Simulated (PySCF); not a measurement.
## C₆ coefficients of unlike pairs at B3LYP

Calculated with PySCF 2.14 from the dipole response of each species, C₆(A,B) = (3/π) ∫ α_A(iu) α_B(iu) du, in atomic units, from isotropic polarisabilities. For ions this is the dispersion term alone; charge-induced terms of lower order in 1/R come first.

```json
{"species": "Ca", "configuration": "[Ar] 4s2 (1S)", "basis": "aug-cc-pVDZ-X2C (6s5p3d)", "relativity": "spin-free X2C", "α (bohr³)": "150.2", "C₆ (like pair)": "2028"}
{"species": "Ru²⁺", "configuration": "[Kr] 4d6 (5D)", "basis": "def2-QZVPPD with the def2 core potential (28 electrons) (7s5p4d4f2g)", "relativity": "core potential", "α (bohr³)": "8.245", "C₆ (like pair)": "44.15"}
{"species": "Sn⁺", "configuration": "[Kr] 4d10 5s2 5p1 (2P)", "basis": "aug-cc-pwCVTZ-PP with ECP28MDF (8s7p6d4f1g)", "relativity": "core potential", "α (bohr³)": "26.79", "C₆ (like pair)": "205.8"}
{"species": "Xe³⁺", "configuration": "[Kr] 4d10 5s2 5p3 (4S)", "basis": "aug-cc-pwCVDZ-PP with ECP28MDF (6s5p4d1f)", "relativity": "core potential", "α (bohr³)": "9.447", "C₆ (like pair)": "54.49"}
```

(1) Estimate C₆ for Xe³⁺ with Ru²⁺.

No spin-orbit coupling is included.

The other pairs:

```tsv
pair	C₆
Sn⁺, Ca	554.8
Sn⁺, Ru²⁺	89.53
Ru²⁺, Ca	202.1
Xe³⁺, Sn⁺	101.1
Xe³⁺, Ca	231.6
```

## Answers

(1) The integral gives 48.88. The combination rule 2 C_A C_B / (C_A α_B/α_A + C_B α_A/α_B) gives 49.02 and the geometric mean 49.05.
